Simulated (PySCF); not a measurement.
p-xylene (C$_{8}$H$_{10}$), singlet, at a GFN2-xTB geometry; HF/6-31G* run with PySCF.

The PySCF input:
```python
from pyscf import gto, scf

mol = gto.M(
    atom='''
C     2.90010343    0.10407050    0.07787277
C     1.40316491    0.03832036    0.03106845
C     0.69680774    0.62920730   -1.00842597
C    -0.68465728    0.58487718   -1.04300050
C    -1.40253119   -0.05177108   -0.03913414
C    -2.90108119   -0.08331770   -0.06542841
C    -0.69623188   -0.64142983    1.00109676
C     0.68523148   -0.59706443    1.03569245
H     3.31899475    0.12674528   -0.92572707
H     3.21787642    1.01005545    0.59561790
H     3.30982381   -0.74990579    0.61248457
H     1.23551140    1.12768548   -1.80226716
H    -1.21364435    1.04918714   -1.86364012
H    -3.27853436   -0.98551728    0.41076665
H    -3.30198950    0.77524528    0.47493309
H    -3.27255782   -0.04106511   -1.08678823
H    -1.23473299   -1.14420713    1.79236000
H     1.21441655   -1.06557715    1.85381189
''',
    basis='6-31g*',
    verbose=4,
)

mf = scf.RHF(mol)
mf.kernel()
```

Output, abridged:

```
PySCF version 2.14.0

[INPUT] verbose = 4
[INPUT] num. atoms = 18
[INPUT] num. electrons = 58
[INPUT] charge = 0
[INPUT] spin (= nelec alpha-beta = 2S) = 0
[INPUT] symmetry False subgroup None
[INPUT] Mole.unit = angstrom
[INPUT] Symbol           X                Y                Z      unit          X                Y                Z       unit  Magmom
[INPUT]  1 C      2.900103430000   0.104070500000   0.077872770000 AA    5.480401215612   0.196664742647   0.147158207861 Bohr   0.0
[INPUT]  2 C      1.403164910000   0.038320360000   0.031068450000 AA    2.651597387500   0.072414985395   0.058710861615 Bohr   0.0
[INPUT]  3 C      0.696807740000   0.629207300000  -1.008425970000 AA    1.316775790077   1.189029472577  -1.905648900199 Bohr   0.0
[INPUT]  4 C     -0.684657280000   0.584877180000  -1.043000500000 AA   -1.293814748390   1.105257686708  -1.970985292784 Bohr   0.0
[INPUT]  5 C     -1.402531190000  -0.051771080000  -0.039134140000 AA   -2.650399830260  -0.097833162373  -0.073952806720 Bohr   0.0
[INPUT]  6 C     -2.901081190000  -0.083317700000  -0.065428410000 AA   -5.482248914227  -0.157447634329  -0.123641775666 Bohr   0.0
[INPUT]  7 C     -0.696231880000  -0.641429830000   1.001096760000 AA   -1.315687572391  -1.212126706826   1.891798700589 Bohr   0.0
[INPUT]  8 C      0.685231480000  -0.597064430000   1.035692450000 AA    1.294899829130  -1.128288251420   1.957175079780 Bohr   0.0
[INPUT]  9 H      3.318994750000   0.126745280000  -0.925727070000 AA    6.271991086369   0.239513866781  -1.749370628396 Bohr   0.0
[INPUT] 10 H      3.217876420000   1.010055450000   0.595617900000 AA    6.080905136496   1.908728171124   1.125554705889 Bohr   0.0
[INPUT] 11 H      3.309823810000  -0.749905790000   0.612484570000 AA    6.254660521464  -1.417116562326   1.157428092822 Bohr   0.0
[INPUT] 12 H      1.235511400000   1.127685480000  -1.802267160000 AA    2.334778169778   2.131016711849  -3.405791335698 Bohr   0.0
[INPUT] 13 H     -1.213644350000   1.049187140000  -1.863640120000 AA   -2.293455434126   1.982676348016  -3.521769421552 Bohr   0.0
[INPUT] 14 H     -3.278534360000  -0.985517280000   0.410766650000 AA   -6.195532030376  -1.862357750226   0.776236469605 Bohr   0.0
[INPUT] 15 H     -3.301989500000   0.775245280000   0.474933090000 AA   -6.239855821190   1.465001258562   0.897493467593 Bohr   0.0
[INPUT] 16 H     -3.272557820000  -0.041065110000  -1.086788230000 AA   -6.184238006604  -0.077601811175  -2.053732110101 Bohr   0.0
[INPUT] 17 H     -1.234732990000  -1.144207130000   1.792360000000 AA   -2.333307188065  -2.162238105475   3.387069516625 Bohr   0.0
[INPUT] 18 H      1.214416550000  -1.065577150000   1.853811890000 AA    2.294914680639  -2.013648978095   3.503196758562 Bohr   0.0

nuclear repulsion = 342.359871221732
number of shells = 68
number of NR pGTOs = 256
number of NR cGTOs = 132
basis = 6-31g*
ecp = {}

******** <class 'pyscf.scf.hf.RHF'> ********
method = RHF
initial guess = minao
damping factor = 0
level_shift factor = 0
DIIS = <class 'pyscf.scf.diis.CDIIS'>
diis_start_cycle = 1
diis_space = 8
diis_damp = 0
SCF conv_tol = 1e-09
SCF conv_tol_grad = None
SCF max_cycles = 50
direct_scf = True
direct_scf_tol = 1e-13
Set gradient conv threshold to 3.16228e-05
Initial guess from minao.
init E= -311.037324709266
  HOMO = -0.219402706106057  LUMO = 0.0430393000212774  gap/eV = 7.14141
cycle= 1 E= -308.694536967764  delta_E= 2.34  |g|= 0.452  |ddm|= 3.89
  HOMO = -0.317003397942577  LUMO = 0.139902875332626  gap/eV = 12.43305
cycle= 2 E= -308.769777524926  delta_E= -0.0752  |g|= 0.117  |ddm|= 0.777
  HOMO = -0.301490605945185  LUMO = 0.152068345520812  gap/eV = 12.34197
cycle= 3 E= -308.775105827393  delta_E= -0.00533  |g|= 0.03  |ddm|= 0.275
  HOMO = -0.30706687285129  LUMO = 0.149873664596074  gap/eV = 12.43399
cycle= 4 E= -308.775353418516  delta_E= -0.000248  |g|= 0.00599  |ddm|= 0.0407
  HOMO = -0.306845198509405  LUMO = 0.14932643075071  gap/eV = 12.41306
cycle= 5 E= -308.775365095643  delta_E= -1.17e-05  |g|= 0.00132  |ddm|= 0.0093
  HOMO = -0.306663826320906  LUMO = 0.149620606774078  gap/eV = 12.41613
cycle= 6 E= -308.775365826967  delta_E= -7.31e-07  |g|= 0.000335  |ddm|= 0.00215
  HOMO = -0.306681306785774  LUMO = 0.149595611660505  gap/eV = 12.41593
cycle= 7 E= -308.775365872432  delta_E= -4.55e-08  |g|= 7.1e-05  |ddm|= 0.000584
  HOMO = -0.306681188029319  LUMO = 0.149598085763969  gap/eV = 12.41599
cycle= 8 E= -308.775365875922  delta_E= -3.49e-09  |g|= 1.53e-05  |ddm|= 0.000205
  HOMO = -0.306679909653615  LUMO = 0.149600563911028  gap/eV = 12.41602
cycle= 9 E= -308.775365876068  delta_E= -1.45e-10  |g|= 4.84e-06  |ddm|= 3.54e-05
  HOMO = -0.306680887413671  LUMO = 0.149599854436412  gap/eV = 12.41603
Extra cycle  E= -308.775365876079  delta_E= -1.15e-11  |g|= 2.11e-06  |ddm|= 8.14e-06
converged SCF energy = -308.775365876079
```
